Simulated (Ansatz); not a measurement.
The first iterations of a band of C2H6BFO2 + H2 (14 atoms, charge 0, multiplicity 1).

Method: Ansatz 0.2.0, RKS revPBE-D4/6-31G*.

| Item | Value |
| --- | --- |
| movable images | 5 |
| climbing image | yes |
| spring | 5.0 eV/Å² |
| optimiser | quadratic models (default) |
| start path | through a guess of the saddle point |
| force threshold | 0.05 eV/Å |
| iteration limit | 60 |
| end points | relaxed |

First end point:

```xyz
14
Properties=species:S:1:pos:R:3
B 0.503 0.418 -0.215
F 0.704 1.478 0.608
O 0.178 -0.820 0.284
C 0.008 -0.999 1.699
O 0.633 0.635 -1.559
C 0.423 -0.458 -2.466
H -1.395 2.453 1.649
H -2.046 2.678 1.938
H 0.763 -0.439 2.277
H -0.998 -0.666 2.012
H 0.110 -2.076 1.909
H -0.524 -0.984 -2.253
H 1.252 -1.186 -2.402
H 0.390 -0.034 -3.483
```

Last end point:

```xyz
14
Properties=species:S:1:pos:R:3
B -0.631 0.368 -0.159
F 1.149 2.021 1.268
O -0.105 -0.770 0.391
C -0.143 -0.936 1.820
O -0.491 0.653 -1.486
C 0.282 -0.238 -2.315
H 0.230 2.089 1.043
H -1.282 1.167 0.494
H 0.521 -0.198 2.299
H -1.171 -0.816 2.212
H 0.210 -1.956 2.043
H -0.223 -1.216 -2.414
H 1.287 -0.400 -1.890
H 0.367 0.233 -3.306
```

| iteration | highest image above the first end (eV) | largest band force component (eV/Å) |
| --- | --- | --- |
| 1 | 2.444 | 3.473 |
| 2 | 2.318 | 1.790 |
| 3 | 1.994 | 1.719 |
| 4 | 2.017 | 1.930 |
| 5 | 1.903 | 1.246 |
| 6 | 1.761 | 0.370 |
| 7 | 1.970 | 1.642 |
| 8 | 2.015 | 1.684 |
| 9 | 2.083 | 1.630 |
| 10 | 2.123 | 1.552 |
| 11 | 2.166 | 1.385 |
| 12 | 2.211 | 1.287 |

Does the band converge within its limit, and where does its top end?

The run converged. It ended after 38 iterations with the highest image 2.355 eV above the first end. Neighbouring images differ by up to 2.3 eV, so the band resolves the path poorly. A vibrational analysis at the climbing image gives one clearly imaginary mode, 1012i cm⁻¹: a first-order saddle point. Another band between the same ends, with other settings, climbed to 1.48 eV only, so this may not be the lowest route. The orbitals stay closed-shell, which can raise the energy where a bond breaks towards radicals; this wasn't checked here.

The run took 2.6 min on 2 threads of AMD EPYC 9R45 96-Core Processor (Zen 5), with other jobs on the host, peak memory 0.17 GiB.
